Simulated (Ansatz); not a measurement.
Ansatz (a first-principles code) input (PBE0/def2-SVP):

Ansatz 0.2 input:
```yaml
crystal:
  periodic: [false, false, false]
  atoms:
    - {symbol: Pt, position_ang: [-0.00000000, -0.00000000, -0.11970532]}
    - {symbol: C, position_ang: [0.00000000, 0.00000000, 1.55616920]}
basis:
  gaussian:
    orbitals: def2-SVP
hamiltonian:
  xc: {name: PBE0}
```

Output:

```
Functional definition: PBE0
integrals: 0.01 GiB planned
496 factors; their error is unknown
mean field: 0.10 GiB planned
mean field evaluation 1: about -4277.2715 eV, gradient 2.2e1 eV
mean field evaluation 2: about -4274.5496 eV, gradient 4.3e1 eV
mean field evaluation 4: about -4278.2852 eV, gradient 1.1e0 eV
mean field evaluation 8: about -4278.3835 eV, gradient 6.0e-2 eV
mean field -4278.38347129 eV, -157.2276925773 hartree, gradient 7.1e-5 eV, S^2 0.000000; 0 other end points of the search recorded, 0 dependent functions left out
reference -4278.38349262 eV, -157.2276933612 hartree; 12, 12 occupied and 34, 34 virtual orbitals, 496 factors
Total energy: -4278.38349262 eV, -157.2276933612 hartree
```
